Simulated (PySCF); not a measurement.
Radial density of Rh⁺ (rhodium, charge +1)

MN15, [Kr] 4d8, high-spin 3F determinant. All numbers are calculated (PySCF 2.14, a scalar-relativistic core potential, in def2-TZVP with the def2 core potential (28 electrons)). This is the valence pseudo-density: the core potential removes the inner electrons and smooths the orbitals near the nucleus.

```tsv
r (bohr)	4πr²ρ (e/bohr)	4πr²(ρα − ρβ)
0.0604	4.380e-05	0.0000
0.102	0.0003452	0.0000
0.171	0.004270	0.0006
0.288	0.08012	0.0101
0.484	2.013	0.1549
0.814	13.55	1.0208
1.37	10.08	1.3940
2.30	1.914	0.4115
3.87	0.1316	0.0183
6.51	0.0009196	0.0001
```

Energies and moments cover only the electrons outside the core potential.
